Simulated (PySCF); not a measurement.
A geometry optimisation, step by step.

Species: C3H2F4Si.
Numbering: `[CH:1]#[C:2][Si@@H:3]([F:4])[C:5]([F:6])([F:7])[F:8]` (hydrogens: H9 on C1; H10 on Si3)

Method: PBE0-D3(BJ)/def2-SVP geometry optimisation, gas phase in PySCF; density fitting, grid level 1; the optimiser is geomeTRIC in internal coordinates, started from a GFN2-xTB structure with every atom displaced at random (about 0.01 Å). 10 of its 13 geometries are shown. The frame can shift and turn from step to step; on so coarse a grid that alone can change the energy by a few meV, and forces under 0.02 eV/Å are noise.

Step 0: E = -21857.8432 eV, largest atomic force 4.787 eV/Å
```
atom  x, y, z in Å  |  force x, y, z in eV/Å
C1      2.612   -0.480    0.097   -4.253   2.175   0.306
C2      1.512    0.077    0.173    1.124  -0.513   0.157
Si3    -0.153    0.875    0.290    0.521  -1.329  -0.411
F4     -0.242    2.040   -0.799   -0.058   0.584  -0.437
C5     -1.412   -0.490   -0.280   -0.528  -0.406   0.181
F6     -2.682   -0.025   -0.274    0.503  -0.040  -0.057
F7     -1.397   -1.559    0.550    0.151   0.452  -0.156
F8     -1.160   -0.955   -1.511    0.022   0.255   0.201
H9      3.529   -0.916    0.032    2.483  -1.238  -0.190
H10    -0.557    1.412    1.586    0.035   0.059   0.406
```

Step 1: E = -21857.9879 eV, largest atomic force 0.323 eV/Å
```
atom  x, y, z in Å  |  force x, y, z in eV/Å
C1      2.662   -0.373    0.143    0.159  -0.233  -0.046
C2      1.522    0.052    0.177   -0.166   0.122   0.074
Si3    -0.149    0.784    0.243    0.276   0.017  -0.168
F4     -0.225    1.991   -0.834   -0.048  -0.013   0.028
C5     -1.473   -0.507   -0.294    0.029   0.064   0.073
F6     -2.698    0.037   -0.248    0.009  -0.047  -0.027
F7     -1.470   -1.560    0.538    0.011  -0.021   0.005
F8     -1.276   -0.964   -1.532   -0.005  -0.035  -0.045
H9      3.661   -0.794    0.097   -0.263   0.175   0.033
H10    -0.502    1.315    1.575   -0.001  -0.029   0.074
```

Step 3: E = -21857.9990 eV, largest atomic force 0.105 eV/Å
```
atom  x, y, z in Å  |  force x, y, z in eV/Å
C1      2.623   -0.376    0.147   -0.093  -0.021  -0.005
C2      1.498    0.084    0.176    0.085   0.061   0.000
Si3    -0.158    0.817    0.234   -0.082  -0.018   0.005
F4     -0.272    2.029   -0.832   -0.002  -0.001   0.022
C5     -1.438   -0.518   -0.299   -0.034   0.016  -0.011
F6     -2.687   -0.032   -0.259    0.019  -0.025  -0.009
F7     -1.388   -1.565    0.538    0.009   0.003   0.008
F8     -1.223   -0.976   -1.536    0.011  -0.002   0.001
H9      3.611   -0.799    0.115    0.083  -0.020   0.005
H10    -0.517    1.314    1.582    0.003   0.006  -0.016
```

Step 4: E = -21858.0001 eV, largest atomic force 0.101 eV/Å
```
atom  x, y, z in Å  |  force x, y, z in eV/Å
C1      2.609   -0.365    0.152   -0.067   0.016   0.009
C2      1.492    0.113    0.179    0.059   0.056  -0.022
Si3    -0.171    0.832    0.233   -0.073  -0.051   0.048
F4     -0.306    2.048   -0.824    0.011   0.007  -0.007
C5     -1.420   -0.530   -0.305   -0.028  -0.009  -0.033
F6     -2.682   -0.082   -0.277    0.017   0.003  -0.001
F7     -1.345   -1.572    0.537    0.001  -0.002   0.006
F8     -1.183   -0.989   -1.539    0.012   0.007   0.019
H9      3.595   -0.792    0.128    0.072  -0.034  -0.002
H10    -0.538    1.317    1.582   -0.004   0.006  -0.016
```

Step 5: E = -21858.0008 eV, largest atomic force 0.069 eV/Å
```
atom  x, y, z in Å  |  force x, y, z in eV/Å
C1      2.604   -0.347    0.158   -0.019   0.018   0.013
C2      1.490    0.139    0.184    0.021   0.036  -0.021
Si3    -0.184    0.837    0.235   -0.026  -0.044   0.046
F4     -0.331    2.054   -0.819    0.008   0.010  -0.023
C5     -1.408   -0.543   -0.311    0.010  -0.010  -0.021
F6     -2.677   -0.116   -0.297    0.005   0.007  -0.002
F7     -1.323   -1.580    0.537   -0.013  -0.005  -0.005
F8     -1.150   -1.002   -1.540   -0.001   0.004   0.024
H9      3.590   -0.777    0.137    0.022  -0.015  -0.004
H10    -0.561    1.317    1.582   -0.007  -0.001  -0.006
```

Step 7: E = -21858.0018 eV, largest atomic force 0.041 eV/Å
```
atom  x, y, z in Å  |  force x, y, z in eV/Å
C1      2.609   -0.299    0.175    0.031   0.007   0.004
C2      1.492    0.183    0.198   -0.025  -0.019   0.002
Si3    -0.202    0.832    0.240    0.027   0.015  -0.008
F4     -0.365    2.045   -0.818   -0.009  -0.002  -0.006
C5     -1.393   -0.571   -0.321    0.035  -0.014   0.016
F6     -2.666   -0.158   -0.339   -0.014   0.007  -0.002
F7     -1.316   -1.602    0.536   -0.010   0.003  -0.013
F8     -1.099   -1.033   -1.540   -0.005  -0.006   0.000
H9      3.598   -0.724    0.153   -0.028   0.015  -0.001
H10    -0.607    1.306    1.582   -0.002  -0.007   0.007
```

Step 8: E = -21858.0021 eV, largest atomic force 0.037 eV/Å
```
atom  x, y, z in Å  |  force x, y, z in eV/Å
C1      2.614   -0.275    0.182    0.016   0.011  -0.001
C2      1.493    0.196    0.203   -0.018  -0.032   0.007
Si3    -0.208    0.827    0.241    0.014   0.028  -0.021
F4     -0.379    2.037   -0.820   -0.009  -0.007   0.009
C5     -1.388   -0.583   -0.325    0.012  -0.014   0.015
F6     -2.661   -0.168   -0.353   -0.010   0.005   0.000
F7     -1.320   -1.612    0.534    0.002   0.005  -0.004
F8     -1.086   -1.047   -1.540    0.002  -0.004  -0.009
H9      3.607   -0.691    0.160   -0.011   0.010   0.002
H10    -0.622    1.296    1.582    0.002  -0.003   0.004
```

Step 9: E = -21858.0023 eV, largest atomic force 0.033 eV/Å
```
atom  x, y, z in Å  |  force x, y, z in eV/Å
C1      2.620   -0.251    0.189    0.000   0.016  -0.004
C2      1.493    0.206    0.207   -0.005  -0.032   0.005
Si3    -0.213    0.822    0.241   -0.004   0.024  -0.017
F4     -0.393    2.028   -0.823   -0.004  -0.006   0.013
C5     -1.385   -0.594   -0.327   -0.002   0.004   0.008
F6     -2.658   -0.180   -0.362    0.001  -0.009  -0.001
F7     -1.320   -1.622    0.533    0.004   0.003  -0.002
F8     -1.076   -1.060   -1.541    0.000  -0.003  -0.006
H9      3.617   -0.655    0.169    0.007   0.001   0.003
H10    -0.634    1.286    1.581    0.004   0.002   0.000
```

Step 11: E = -21858.0027 eV, largest atomic force 0.034 eV/Å
```
atom  x, y, z in Å  |  force x, y, z in eV/Å
C1      2.628   -0.206    0.198   -0.010   0.013  -0.001
C2      1.489    0.219    0.209    0.006  -0.009  -0.006
Si3    -0.224    0.813    0.237   -0.013  -0.006   0.010
F4     -0.422    2.016   -0.826    0.007   0.003   0.000
C5     -1.379   -0.617   -0.331   -0.025   0.020  -0.012
F6     -2.656   -0.213   -0.372    0.013  -0.015   0.001
F7     -1.309   -1.642    0.531    0.007  -0.006   0.009
F8     -1.063   -1.083   -1.543    0.001   0.002   0.002
H9      3.637   -0.581    0.186    0.015  -0.007   0.000
H10    -0.650    1.272    1.578   -0.001   0.005  -0.004
```

Step 12: E = -21858.0028 eV, largest atomic force 0.024 eV/Å
```
atom  x, y, z in Å  |  force x, y, z in eV/Å
C1      2.630   -0.194    0.198   -0.004   0.006   0.002
C2      1.487    0.222    0.207    0.003   0.002  -0.006
Si3    -0.228    0.812    0.235   -0.004  -0.012   0.013
F4     -0.429    2.015   -0.827    0.006   0.005  -0.006
C5     -1.378   -0.623   -0.331   -0.017   0.013  -0.011
F6     -2.658   -0.227   -0.370    0.008  -0.007   0.002
F7     -1.300   -1.647    0.532    0.005  -0.007   0.008
F8     -1.060   -1.088   -1.543    0.001   0.003   0.003
H9      3.641   -0.561    0.188    0.004  -0.004  -0.002
H10    -0.653    1.271    1.576   -0.003   0.002  -0.003
```

Problem. Summarise the path.

Solution. The energy falls by 15.40 kJ/mol from step 0 to step 12; nine tenths of that is first reached at step 1. It falls at every step. The largest force goes from 4.787 to 0.024 eV/Å. Among the bonds C1–H9 changes most, from 1.018 to 1.076 Å; the atoms move by 0.059 Å rms after alignment.

Problem. Follow the three bonds and two angles with the largest change from start to end.

Solution. 
```csv
step,E above end (kJ/mol),largest force (eV/Å),C1–H9 (Å),C2–Si3 (Å),Si3–H10 (Å),C2–Si3–H10 (°),C2–Si3–C5 (°)
0,15.40,4.787,1.018,1.850,1.459,117.6,105.2
1,1.44,0.323,1.085,1.826,1.477,113.3,110.5
2,0.64,0.118,1.077,1.814,1.480,113.0,109.5
3,0.37,0.105,1.074,1.812,1.480,112.8,108.6
4,0.26,0.101,1.075,1.812,1.480,112.6,107.8
5,0.19,0.069,1.076,1.814,1.480,112.7,107.7
6,0.13,0.038,1.077,1.815,1.479,112.9,107.8
7,0.10,0.041,1.077,1.815,1.479,113.0,108.1
8,0.07,0.037,1.077,1.814,1.479,113.1,108.3
9,0.04,0.033,1.076,1.814,1.479,113.0,108.5
10,0.02,0.026,1.076,1.813,1.480,112.9,108.6
11,0.01,0.034,1.076,1.814,1.480,112.8,108.6
12,0.00,0.024,1.076,1.814,1.479,112.8,108.5
```

The cost below is that of the whole optimisation. Hardware: Arm Neoverse V1, one thread (shared host). Cost: 87 s wall, 0.52 GiB resident at most.
